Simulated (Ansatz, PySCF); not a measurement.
Base molecule (SMILES): NB(N)Cl. Geometries: B3LYP-D3(BJ)/def2-TZVP minima from Ansatz (an electronic-structure program), one conformer each, not searched for the lowest. Frequencies are from Ansatz or PySCF. Correlated levels leave the core frozen unless marked. Open shells are spin-unrestricted. No spin-orbit coupling. The frozen core is the preceding noble-gas configuration, with the filled d and f shells of earlier blocks. No relativistic terms. Basis-set limits of correlation are two-point, X^-3; Hartree-Fock from the larger set. The bracket is a focal-point correction in the basis named. Rows marked 298 K are enthalpies with B3LYP-D3(BJ) harmonic zero-point and thermal terms. Anions need diffuse functions, of which def2-TZVPD holds fewer than the aug- sets.

Levels, all with Ansatz: PBE/def2-TZVPD, and a column headed coupled cluster (CCSD(T) or an MP2 limit with a CCSD(T) correction), which has limits of its own: B-N bond dissociation enthalpy, 298 K at CCSD(T)/CBS(cc-pV(T+d)Z,cc-pV(Q+d)Z); deprotonation enthalpy (H-N bond), 298 K at RI-MP2/CBS(aug-cc-pV(T+d)Z,aug-cc-pV(Q+d)Z)+[CCSD(T)-MP2]/aug-cc-pV(T+d)Z; proton affinity at N, 298 K at RI-MP2/CBS(cc-pV(T+d)Z,cc-pV(Q+d)Z)+[CCSD(T)-MP2]/cc-pV(T+d)Z.

| property of the base | coupled cluster | PBE |
|---|---|---|
| B-N bond dissociation enthalpy, 298 K (to N[B]Cl + [NH2] (NH2)) (kcal/mol) | 128.9 | 124.0 |
| deprotonation enthalpy (H-N bond), 298 K (to [NH-]B(N)Cl + H+) (kcal/mol) | 371.9 | 369.0 |
| proton affinity at N, 298 K (to NB([NH3+])Cl) (kcal/mol) | 201.0 | 200.4 |

One change at a time; values at coupled cluster, with the shift from the base at coupled cluster and at PBE:
- Cl replaced by F, giving NB(N)F: B-N bond dissociation enthalpy, 298 K (to N[B]F + [NH2] (NH2)) 130.4 kcal/mol (+1.5; PBE +1.2); deprotonation enthalpy (H-N bond), 298 K (to [NH-]B(N)F + H+) 381.1 kcal/mol (+9.2; PBE +9.1); proton affinity at N, 298 K (to NB([NH3+])F) 201.1 kcal/mol (+0.1; PBE 0.0).
- Cl replaced by Br, giving NB(N)Br: B-N bond dissociation enthalpy, 298 K (to N[B]Br + [NH2] (NH2)) 128.5 kcal/mol (-0.4; PBE -0.3); deprotonation enthalpy (H-N bond), 298 K (to [NH-]B(N)Br + H+) 367.5 kcal/mol (-4.4; PBE -4.5); proton affinity at N, 298 K (to NB([NH3+])Br) 200.6 kcal/mol (-0.4; PBE -0.2).
